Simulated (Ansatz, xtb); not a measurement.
## AlClFHOSi: where a starting geometry ends

The starting geometry of this gas-phase singlet was built from a drawn formula by distance geometry and a force field; its bonds are those of `O=[Si](Cl)[AlH][F]`.

```xyz
6

Al   -1.9547    1.4912    1.4817
Cl    1.3285   -0.2834    2.5490
F    -3.5671    1.4243    0.7100
O    -1.0686   -1.7424    1.0886
Si   -0.5667   -0.4067    1.5807
H    -1.4318    2.9123    2.0684
```

Problem. Predict what becomes of its bonds when it is optimised with r2SCAN-D4/def2-SVP.

Solution. It keeps its bonds, and is `O=[Si](Cl)[AlH][F]`.

The energy falls by 0.41 eV over 9 steps:

| step | E − E(last) (eV) |
| --- | --- |
| 1 | 0.412 |
| 2 | 0.110 |
| 3 | 0.055 |
| 4 | 0.022 |
| 5 | 0.003 |
| 6 | 0.001 |
| 7 | 0.000 |
| 8 | 0.000 |
| 9 | 0.000 |

Final geometry (Å):

```xyz
6

Al   -1.9310    1.5601    1.4997
Cl    1.1775   -0.1118    2.4946
F    -3.4206    1.4640    0.7710
O    -1.0157   -1.9250    1.0553
Si   -0.6351   -0.5267    1.5732
H    -1.4355    2.9348    2.0845
```

From the same start GFN2-xTB ends elsewhere, differing in Al1–Cl2 (2.04 against 3.67 Å here), Cl2–Si5 (3.72 against 2.08 Å here).

The end wasn't checked by frequencies. Run with Ansatz 0.2.0, 34 s on 1 thread of Intel(R) Xeon(R) Platinum 8259CL CPU @ 2.50GHz (Skylake/Cascade Lake) (shared host).
